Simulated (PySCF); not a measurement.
SMILES c1ccc([SiH2]c2ccsc2)cc1 (C10H10SSi), GFN2-xTB optimised geometry.

```
22

C     -3.16     0.01    -0.01
C     -2.48    -1.19    -0.01
C     -1.09    -1.20     0.00
C     -0.37    -0.02     0.00
Si     1.52    -0.02     0.00
C      2.11     0.96    -1.50
C      3.46     1.37    -1.70
C      3.64     2.05    -2.85
S      2.18     2.22    -3.74
C      1.32     1.35    -2.53
C     -1.07     1.18     0.00
C     -2.45     1.20    -0.01
H     -4.24     0.02    -0.02
H     -3.03    -2.12    -0.01
H     -0.57    -2.15     0.00
H      2.03     0.63     1.22
H      2.02    -1.40    -0.07
H      4.24     1.15    -1.00
H      4.55     2.47    -3.24
H      0.27     1.19    -2.66
H     -0.53     2.12     0.00
H     -2.98     2.15    -0.01
```

Density from PBE0/def2-SVP in PySCF 2.14.0 at that geometry.

Minimum of the electron density along straight lines between bonded atoms, close to the bond critical point (lines longer than 1.1 times the sum of covalent radii, or with two minima, are not listed):

| bond | length / Å | ρ at the minimum / e bohr⁻³ | ∇²ρ there / e bohr⁻⁵ | position (fraction from the first atom) |
|---|---|---|---|---|
| C1–C2 | 1.384 | 0.312 | -0.80 | 0.50 |
| C2–C3 | 1.384 | 0.313 | -0.81 | 0.50 |
| C3–C4 | 1.391 | 0.307 | -0.77 | 0.50 |
| C4–Si5 | 1.886 | 0.113 | 0.33 | 0.62 |
| Si5–C6 | 1.880 | 0.112 | 0.34 | 0.38 |
| C6–C7 | 1.422 | 0.289 | -0.69 | 0.50 |
| C7–C8 | 1.353 | 0.325 | -0.83 | 0.49 |
| C8–S9 | 1.722 | 0.215 | -0.46 | 0.47 |
| C6–C10 | 1.361 | 0.319 | -0.79 | 0.48 |
| S9–C10 | 1.719 | 0.216 | -0.47 | 0.53 |
| C4–C11 | 1.393 | 0.306 | -0.76 | 0.50 |
| C1–C12 | 1.385 | 0.312 | -0.80 | 0.50 |
| C11–C12 | 1.383 | 0.313 | -0.81 | 0.50 |
| C1–H13 | 1.080 | 0.283 | -1.08 | 0.63 |
| C2–H14 | 1.081 | 0.283 | -1.08 | 0.63 |
| C3–H15 | 1.081 | 0.284 | -1.08 | 0.63 |
| Si5–H16 | 1.470 | 0.116 | 0.32 | 0.49 |
| Si5–H17 | 1.469 | 0.116 | 0.32 | 0.49 |
| C7–H18 | 1.075 | 0.284 | -1.09 | 0.63 |
| C8–H19 | 1.072 | 0.286 | -1.12 | 0.64 |
| C10–H20 | 1.072 | 0.287 | -1.13 | 0.65 |
| C11–H21 | 1.081 | 0.284 | -1.08 | 0.63 |
| C12–H22 | 1.081 | 0.283 | -1.07 | 0.63 |
